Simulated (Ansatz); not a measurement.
Energy needed to pull apart CHIOSi (SMILES O=C=[SiH]I), closed shell, into free ground-state atoms, from the structure below (displaced at random from a GFN2-xTB minimum); no zero-point or spin–orbit terms; open-shell atoms are treated unrestricted, in their ground-state multiplicity.

```xyz
5
angstrom
O -0.2754 -1.6954 1.5313
C -0.0193 -0.9749 0.6000
Si 0.2406 0.7645 0.1107
I -1.4975 1.1307 -1.6390
H 1.5434 0.7856 -0.6436
```

Ansatz 0.2.0; basis: def2-TZVPP; cores frozen in the correlated methods. Filled d shells of the heavier atoms are correlated. Core potentials replace the inner electrons of the atoms past krypton. The def2 sets are not built for correlating such inner shells, so the correlated values are less sure here.

| method | atomization energy (kcal/mol) |
| --- | --- |
| PBE-D4 | 440.6 |
| revPBE-D4 | 426.7 |
| r2SCAN-D4 | ? |
| PBE0-D4 | 416.1 |
| r2SCANh-D4 | ? |
| wB97M-V | 412.1 |
| HF | 252.9 |
| MP2 | 419.2 |
| CCSD | 383.0 |
| CCSD(T) | 399.8 |

What does r2SCANh-D4 give? (Judge from chemistry; the value comes from the calculation.)

Computed: 412.9 kcal/mol, which is about 13.1 kcal/mol more than CCSD(T)/def2-TZVPP.

What does r2SCAN-D4 give? (An estimate is asked for; the value comes from the calculation.)

The calculation gives: 421.4 kcal/mol, which is about 21.6 kcal/mol more than CCSD(T)/def2-TZVPP.

In triple zeta the MP2 and coupled-cluster atomization energies are still short of their basis limit by a few kcal/mol a bond, whereas those of the functionals are nearly converged, so these differences are not deviations from converged CCSD(T).

The T1 diagnostic stays at or below 0.018. The restricted Hartree–Fock reference is unstable towards an unrestricted one here.

For scale, one of the runs: CCSD(T)/def2-TZVPP forces, 168 basis functions (an equivalent command: `ansatz run in.yaml --threads 4`). The run took 4.3 min on 4 CPU threads (shared host), with 2.9 GiB of host memory at its peak.
